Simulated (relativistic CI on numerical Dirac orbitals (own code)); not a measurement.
Co³⁺ (3d6) in a crystal field

Calculated by Dirac-Coulomb-Breit CI, orbitals from a KLI potential per configuration, a model potential for QED, valence Slater integrals scaled by 0.9, one configuration in a parametric crystal field (own radial code). With so little scaling, terms lie 10 to 35 % too far apart, which can change the order of excited levels.

Field parameters in Wybourne normalisation: Oh B⁴₀ = 21Dq, B⁴₄ = √(5/14) B⁴₀. The field is a parameter set, without covalency.

S is read from ⟨S²⟩ = S(S + 1).

Levels (cm⁻¹, degeneracy): 0 (1), 1915 (3), 2164 (2), 2197 (3), 2530 (1), 2582 (3), 2622 (3), 8029 (2), 8084 (3), 8592 (3), 8977 (1), 14464 (3).

(1) Which field gives this pattern?
A. Oh, 10Dq = 14050 cm⁻¹
B. Oh, 10Dq = 23950 cm⁻¹
C. Oh, 10Dq = 20600 cm⁻¹
D. Oh, 10Dq = 37100 cm⁻¹

Answers

(1) C. Oh, 10Dq = 20600 cm⁻¹, ground level with S = 0.06.
